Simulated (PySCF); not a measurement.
Species: C5H8N2P (charge +1).
Numbering: `[NH2:1][PH2+:2][c:3]1[cH:4][cH:5][cH:6][n:7][cH:8]1` (hydrogens: H9, H10 on N1; H11, H12 on P2; H13 on C4; H14 on C5; H15 on C6; H16 on C8)

Structure used (GFN2-xTB), in Å, numbered top down from 1:
```xyz
16
C5H8N2P angstrom
N      2.774    0.398    0.043
P      1.681   -0.813    0.025
C      0.016   -0.159    0.027
C     -1.005   -0.876   -0.608
C     -2.287   -0.358   -0.585
C     -2.499    0.850    0.072
N     -1.534    1.520    0.676
C     -0.312    1.043    0.666
H      2.572    1.241    0.571
H      3.762    0.170    0.046
H      1.920   -1.530   -1.127
H      1.852   -1.734    1.052
H     -0.793   -1.810   -1.110
H     -3.101   -0.876   -1.066
H     -3.480    1.303    0.119
H      0.426    1.639    1.188
```

Method used: TDDFT CAM-B3LYP/def2-SVPD, vertical, gas phase, core orbitals frozen in the response in PySCF 2.14.0, density-fitted response routines. GFN2-xTB frequencies show an imaginary mode (60i cm⁻¹), so this geometry is no minimum at that level.

Frontier orbitals with the atoms that hold most of them (Löwdin shares over 4%, at most four atoms; ? is withheld):

```csv
orbital,ε (eV),atoms
HOMO-3,-15.13,"N1 64%, P2 14%, H12 6%, H9 5%"
HOMO-2,-14.21,"N7 26%, C4 24%, C3 19%, C6 9%"
HOMO-1,-13.43,"C5 26%, C8 18%, C6 18%, C3 16%"
HOMO,-12.97,?
LUMO,-4.67,?
LUMO+1,-4.22,"P2 17%, N7 12%, C4 12%, C8 12%"
LUMO+2,-3.76,"P2 20%, N1 10%, C8 10%, H11 10%"
```

Task: Give the leading atoms of the LUMO.

Result: C6 (bonded to C, N and H) 19%; C3 (bonded to 2 C and P) 16%; C4 (bonded to 2 C and H) 15%; P2 (bonded to C, N and 2 H) 13%. By element: carbon 49% or more, phosphorus 13%.

Task: Give the leading atoms of the HOMO.

Result: N7 (bonded to 2 C) 60%; C6 (bonded to C, N and H) 11%; C8 (bonded to C, N and H) 10%; C5 (bonded to 2 C and H) 5%. By element: nitrogen 60% or more, carbon 26% or more.

Task: The HOMO–LUMO gap is 8.30 eV. Where does the response calculation put the lowest singlet, and from which orbitals?

Result: S1 is at 4.48 eV (f = 0.0007), 3.81 eV below the gap, made of HOMO→LUMO (93%). 

Task: One configuration dominates each of S1 and S2. Which, and how do the shares of the two leading atoms of either orbital change from the occupied to the empty one?

Result: 
- S1 (4.48 eV, f 0.0007), HOMO→LUMO (93%): N7 60% → at most 14%, C6 11% → 19%, C3 at most 6% → 16%
- S2 (4.86 eV, f 0.0034), HOMO→LUMO+1 (72%): N7 60% → 12%, C6 11% → at most 12%, P2 at most 6% → 17%

Löwdin shares depend on the basis, the more so with diffuse functions.

One conformer stands for the species.
